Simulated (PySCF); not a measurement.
# Electron correlation in Se²⁺ (selenium, charge +2)

[Ar] 3d10 4s2 4p2, high-spin 3P determinant. Calculation: PySCF 2.14, in aug-cc-pVTZ-PP with one added diffuse shell each of s, d, f type with ECP10MDF (7s5p5d3f, 68 functions); scalar relativity through the core potential. Frozen: 3s2 3p6 3d10; 4 electrons correlated.

MP2 pair energies summed by pair of shells (mhartree):

| pair | energy | share (%) |
| --- | --- | --- |
| 4s-4p | -35.94 | 62.7 |
| 4s-4s | -15.76 | 27.5 |
| 4p-4p | -5.65 | 9.9 |

Total MP2 correlation energy: -57.34 mhartree.

Same-spin part -9.35 and opposite-spin part -47.99 mhartree; SCS-MP2 scales them by 1/3 and 6/5 to -60.71 mhartree.
